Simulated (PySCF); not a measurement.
# Cd⁴⁺ (cadmium, charge +4) across methods

[Kr] 4d8, high-spin 3F determinant. Computed with PySCF 2.14 in an even-tempered Gaussian basis (23 s from 0.076 bohr⁻², ratio 2.5; 16 p from 0.098 bohr⁻², ratio 2.5; 12 d from 0.098 bohr⁻², ratio 2.5; 5 f from 1.2 bohr⁻², ratio 2.7; 4 g from 1.8 bohr⁻², ratio 2.7), with the spin-free X2C one-electron Hamiltonian (Gaussian nucleus).

```csv
method,E (hartree),mean ε 4p β (eV),mean ε 4d α (eV),mean ε 4d β (eV),Σ⟨r²⟩ (bohr²),⟨S²⟩
UHF,-5587.27881,-134.26,-72.448,-70.369,22.78,2.003
PBE0,-5589.35,-123.09,-65.905,-64.283,22.83,2.001
r2SCAN,-5589.69,-120.27,-63.911,-62.296,22.80,2.001
LDA,-5583.96,-119.08,-63.468,-61.942,22.93,2.000
```

(1) Estimate the same row for PBE.

Answers

(1) E (hartree) = -5589.26; mean ε 4p β (eV) = -118.87; mean ε 4d α (eV) = -63.317; mean ε 4d β (eV) = -61.832; Σ⟨r²⟩ (bohr²) = 22.89; ⟨S²⟩ = 2.001.
